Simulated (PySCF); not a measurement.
Isomers of C6H12O2Si, from PBE0-D3(BJ)/def2-SVP geometry optimisation, gas phase in PySCF 2.14.0. One conformer each, no zero-point energy, no frequencies.

Question: Which is lowest in electronic energy at this level?
A. Si(vinyl)2(OMe)2, `CO[Si](C=C)(OC)C=C`: A = 1210, B = 1177, C = 1052 MHz, dipole 1.46 D
B. `[CH2:1]=[CH:2][CH2:3][Si@@:4]([CH3:5])([OH:6])[O:7][CH:8]=[CH2:9]` with C1–C2–C3–Si4 105°, C2–C3–Si4–C5 -63°, C3–Si4–O6–H 170°, C3–Si4–O7–C8 67°, Si4–O7–C8–C9 -5°: A = 1905, B = 915.1, C = 786.8 MHz, dipole 1.28 D
C. `[CH3:1][C:2](=[O:3])[C@@H:4]1[CH2:5][O:6][CH2:7][CH2:8][SiH2:9]1` with C1–C2–C4–C5 -159°, C2–C4–C5–O6 180°, C4–C5–O6–C7 75°, C5–O6–C7–C8 -73°, O6–C7–C8–Si9 55°: A = 2417, B = 975.3, C = 784.4 MHz, dipole 2.80 D

Answer: B. That is `C=CC[Si@@](C)(O)OC=C`, 25.0 kcal/mol below the next.

| SMILES | mapped SMILES | E (Eh) | relative (kcal/mol) | relative (kJ/mol) | dipole (D) |
| --- | --- | --- | --- | --- | --- |
| C=CC[Si@@](C)(O)OC=C | [CH2:1]=[CH:2][CH2:3][Si@@:4]([CH3:5])([OH:6])[O:7][CH:8]=[CH2:9] | -674.93270 | 0.0 | 0.0 | 1.28 |
| C=C[Si](C=C)(OC)OC | – | -674.89283 | 25.0 | 104.7 | 1.46 |
| CC(=O)[C@@H]1COCC[SiH2]1 | [CH3:1][C:2](=[O:3])[C@@H:4]1[CH2:5][O:6][CH2:7][CH2:8][SiH2:9]1 | -674.88084 | 32.5 | 136.2 | 2.80 |

As drawn, the lowest has an O–H bond, an Si–O bond and a C=C bond outside aromatic rings, which the highest lacks; the highest has a C=O bond, which the lowest lacks.
